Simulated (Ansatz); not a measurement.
**Which is lower?**

The two ends of one reaction step of SiN2H4F2, closed shell (PBE0-D4/def2-TZVP).

A:

Si1  (-0.479, -0.073, 0.621)
N2  (1.022, 0.038, -0.541)
N3  (-1.620, 0.138, -0.458)
H4  (0.558, 0.193, -1.437)
F5  (0.016, 0.991, 1.712)
F6  (-0.089, -1.449, 1.344)
H7  (1.639, 0.817, -0.332)
H8  (1.569, -0.817, -0.578)
H9  (-2.615, 0.162, -0.331)
(Å)

B:

| atom | x (Å) | y (Å) | z (Å) |
| --- | --- | --- | --- |
| Si1 | -0.0783 | -0.1492 | 0.4860 |
| N2 | 1.4277 | -0.0617 | -0.2623 |
| N3 | -1.2921 | 0.3219 | -0.5819 |
| H4 | -1.3592 | -0.0655 | -1.5070 |
| F5 | -0.2881 | 0.7640 | 1.7722 |
| F6 | -0.1668 | -1.6330 | 1.0541 |
| H7 | 1.7257 | 0.7637 | -0.7526 |
| H8 | 2.1987 | -0.6304 | 0.0433 |
| H9 | -2.1675 | 0.6903 | -0.2517 |

Computed with Ansatz 0.2.0 (basis: def2-TZVPP); correlated methods freeze the cores. B3LYP uses VWN-RPA correlation.

Which structure is lower at CCSD(T), and by how much? (To be estimated.)

Computed: B, by 46.08 kcal/mol (electronic energy, against the other). By their contacts, A is SiN₂H₄F₂ ([NH][Si]([NH3])([F])[F]) and B is SiN₂H₄F₂ ([NH2][Si]([NH2])([F])[F]).

All methods give the same order:

```json
{"method": "SPW92", "E(B) − E(A) (kcal/mol)": "-42.38"}
{"method": "PBE-D4", "E(B) − E(A) (kcal/mol)": "-42.11"}
{"method": "BLYP-D4", "E(B) − E(A) (kcal/mol)": "-42.65"}
{"method": "r2SCAN-D4", "E(B) − E(A) (kcal/mol)": "-45.14"}
{"method": "B97M-V", "E(B) − E(A) (kcal/mol)": "-45.76"}
{"method": "PBE0-D4", "E(B) − E(A) (kcal/mol)": "-45.64"}
{"method": "B3LYP-D4", "E(B) − E(A) (kcal/mol)": "-45.63"}
{"method": "r2SCAN0-D4", "E(B) − E(A) (kcal/mol)": "-47.40"}
{"method": "BHLYP-D4", "E(B) − E(A) (kcal/mol)": "-49.33"}
{"method": "CAM-B3LYP-D4", "E(B) − E(A) (kcal/mol)": "-47.27"}
{"method": "wB97X-V", "E(B) − E(A) (kcal/mol)": "-47.04"}
{"method": "wB97M-V", "E(B) − E(A) (kcal/mol)": "-46.08"}
{"method": "B2PLYP", "E(B) − E(A) (kcal/mol)": "-45.77"}
{"method": "PBE-QIDH", "E(B) − E(A) (kcal/mol)": "-47.13"}
{"method": "RPA on PBE", "E(B) − E(A) (kcal/mol)": "-45.04"}
{"method": "HF", "E(B) − E(A) (kcal/mol)": "-53.56"}
{"method": "MP2", "E(B) − E(A) (kcal/mol)": "-45.56"}
{"method": "CCSD", "E(B) − E(A) (kcal/mol)": "-47.59"}
{"method": "CCSD(T)", "E(B) − E(A) (kcal/mol)": "-46.08"}
```

The T1 diagnostic stays at or below 0.012.

Labels in which every atom is bracketed show which atoms are joined, not bond orders.

For scale, one of the runs: CCSD(T)/def2-TZVPP, 222 basis functions, launched by `ansatz run in.yaml --threads 4 --pin off --events-out ev --progress --plain --max-ram 9574MiB`. Time: 110 s of wall clock on 4 CPU threads of an Arm Neoverse V2; the host was shared. Peak host memory: 3.7 GiB.
